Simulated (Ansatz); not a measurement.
## A barrier at the coupled-cluster level

Start structure (GeNH5, singlet), relaxed at PBE0-D4/def2-TZVP:

```csv
atom,x (Å),y (Å),z (Å)
Ge1,-0.4539,0.0511,0.5247
H2,0.0771,0.9716,1.6334
N3,0.7041,0.2090,-0.9002
H4,1.6602,-0.0293,-0.6732
H5,-1.8326,0.5168,0.0340
H6,-0.5847,-1.3842,1.0885
H7,0.4298,-0.3350,-1.7072
```

The step: GeNH₅ ([NH2][GeH3]) → GeNH₃ ([NH][GeH2]) + H₂; bonds formed: H2–H4; bonds broken: Ge1–H2, N3–H4. Ansatz 0.2.0; basis: def2-TZVPP and def2-QZVPP; cores frozen in the correlated methods. Filled d shells of the heavier atoms are correlated. The def2 sets are not built for correlating such inner shells, so the correlated values are less sure here. Extrapolation: Hartree–Fock as exp(−7.88 √X), correlation as X^−2.97. Energies below are by CCSD(T) at an estimated basis limit (MP2 extrapolated from triple and quadruple zeta, plus CCSD(T) − MP2 in triple zeta).

(1) What are the electronic barrier and the energy of the step, from the start structure to the end structure? (Judge from chemistry; the value comes from the calculation.)

The T1 diagnostic stays at or below 0.018. The restricted Hartree–Fock reference is unstable towards an unrestricted one at one or more of these structures.

## Answers

(1) By the calculation: Barrier 90.43 kcal/mol; step energy 54.59 kcal/mol (uphill); reverse barrier, their difference, 35.83 kcal/mol. Barrier and step energy count from the start structure, the reverse barrier from the end structure.

The saddle point: One imaginary mode of 1688i cm⁻¹.
```json
{"pair": "H2–H4", "start (Å)": "2.97", "saddle (Å)": "0.96", "end (Å)": "0.75"}
{"pair": "Ge1–H2", "start (Å)": "1.54", "saddle (Å)": "1.91", "end (Å)": "3.40"}
{"pair": "N3–H4", "start (Å)": "1.01", "saddle (Å)": "1.62", "end (Å)": "3.83"}
```

Zero-point energy (harmonic, PBE0-D4): ZPE is 30.65 kcal/mol at the start and 25.93 kcal/mol at the saddle, so the barrier goes from 90.43 to 85.70 kcal/mol.

First-order rate constant out of the start structure at 498 K by transition-state theory, with harmonic vibrational free energies alone and no tunnelling: ΔA‡ = 86.19 kcal/mol, so k = (kB T/h) exp(−ΔA‡/kB T) ≈ 10^-25 s⁻¹ (an order of magnitude at best: rotation, the number of equivalent paths and anharmonicity are left out).

Labels in which every atom is bracketed show which atoms are joined, not bond orders.

For scale, one of the runs: CCSD(T)/def2-TZVPP, 149 basis functions, launched by `ansatz run in.yaml --threads 2 --pin off --events-out ev --progress --plain --max-ram 4352MiB`. Time: 24 s of wall clock on 2 CPU threads of an Arm Neoverse V1; the host was shared. Peak host memory: 0.95 GiB.
